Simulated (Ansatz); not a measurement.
Al8N7H22⁻, a nanocrystal cut from wurtzite AlN (hydrogen-capped). Charge -1, multiplicity 3. Geometry PBE-D4/def2-SVP, that of the charge -1 singlet; atoms count from 1.

```xyz
37

Al   -2.7366    1.7086   -0.5015
N    -3.5616    0.3509    0.6792
N    -1.1482    0.8219   -1.1537
Al   -1.0383   -1.0473   -0.6885
Al    1.4439   -0.5196   -2.6470
N     0.5741   -1.7670   -1.4285
Al   -2.4322   -0.3375    2.1518
N    -0.8744   -1.0191    1.2337
Al    1.7408   -2.5155   -0.0589
Al    0.4292    1.8393   -0.7449
N     1.9592    0.9153   -1.4296
N     0.5328    1.6372    1.2014
Al    0.7308   -0.1886    1.8848
Al    3.2359    0.4231   -0.0449
N     2.2319   -0.9176    0.9471
H    -3.7733    2.0359   -1.6990
H    -2.3164    2.9126    0.5005
H    -3.9081   -0.4390    0.1098
H    -4.4067    0.7692    1.0986
H    -1.1970    0.8165   -2.1907
H    -2.3560   -1.8606   -1.1645
H     0.3023    0.0736   -3.6641
H     2.7212   -1.1749   -3.3872
H     0.2883   -2.5701   -2.0151
H    -3.2451   -1.5151    2.9057
H    -2.0294    0.9833    3.0024
H    -0.7750   -2.0206    1.4884
H     0.8284   -3.4625    0.9211
H     3.0308   -3.2555   -0.6893
H     0.3830    3.3782   -1.2089
H     2.4578    1.6035   -2.0203
H    -0.2935    2.0814    1.6388
H     1.3589    2.1728    1.5197
H     0.9210   -0.2383    3.4807
H     4.6194   -0.1510   -0.6463
H     3.4195    1.7266    0.9392
H     2.8823   -1.2503    1.6802
```

Single mean-field runs in def2-TZVP are fitted with def2-universal-jkfit. The highest occupied level of the charge -1 triplet lies above zero (up to 0.98 eV). By energy differences it is unbound by 0.13 eV (vertical, against the charge 0 doublet, at PBE0-D4/def2-TZVP) and held by the finite basis. At PBE0-D4/def2-TZVP a singlet of charge -1 lies 5.92 eV below the triplet at the same geometry.

Estimate the Mulliken populations of the heavy atoms from the PBE0/def2-TZVP orbitals of Ansatz.


```csv
atom,charge (e),spin (α − β)
Al1,0.24,0.00
N2,-0.53,-0.01
N3,-0.40,0.00
Al4,0.21,0.02
Al5,0.17,0.06
N6,-0.23,-0.05
Al7,0.24,0.01
N8,-0.39,0.00
Al9,-0.65,1.24
Al10,0.29,0.00
N11,-0.41,0.00
N12,-0.49,0.00
Al13,0.26,0.04
Al14,0.19,0.04
N15,-0.25,-0.05
```
Mulliken values depend strongly on the basis.

Where does the spin sit?

Summed by element: Al 1.42, N -0.08, H 0.67, of 2 unpaired in all. Largest on single atoms: Al9 1.24, H28 0.37, H29 0.29.

And the Mayer bond orders between heavy atoms (over 0.3)?

Al1–N2 0.71 (1.98 Å); Al1–N3 0.79 (1.93 Å); N2–Al7 0.71 (1.98 Å); N3–Al4 0.83 (1.93 Å); N3–Al10 0.83 (1.92 Å); Al4–N6 0.87 (1.91 Å); Al4–N8 0.81 (1.93 Å); Al5–N6 0.74 (1.95 Å); Al5–N11 0.78 (1.95 Å); N6–Al9 0.53 (1.95 Å); Al7–N8 0.78 (1.93 Å); N8–Al13 0.82 (1.92 Å); Al9–N15 0.53 (1.95 Å); Al10–N11 0.86 (1.91 Å); Al10–N12 0.76 (1.96 Å); N11–Al14 0.78 (1.95 Å); N12–Al13 0.76 (1.96 Å); Al13–N15 0.84 (1.91 Å); Al14–N15 0.75 (1.95 Å).
